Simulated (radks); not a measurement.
The mercury ion Hg2+, [Xe] 4f14 5d10. Calculated with a radial shooting solver on a logarithmic mesh with Libxc functionals: non-relativistic Kohn-Sham, PBE, spin-polarised, spherical densities, point nucleus. Every spin shell is full or empty, so the densities are truly spherical. Functionals are evaluated on that one density, not self-consistently. Rank these exchange functionals by their error against the exact value of the orbitals, and give that value: LDA, PBE, WC, SOGGA, B86b, G96, APBE, TPSS, revTPSS, SCAN, r2SCAN.

Answer. Exact: -344.769 hartree. From best to worst, with 100 (|E| - |E exact|)/|E exact| (equal figures are ties): B86b 0.00, SCAN +0.06, r2SCAN -0.17, APBE +0.25, PBE -0.34, TPSS -0.42, G96 +0.47, WC -0.62, revTPSS -0.90, SOGGA -1.80, LDA -3.80.
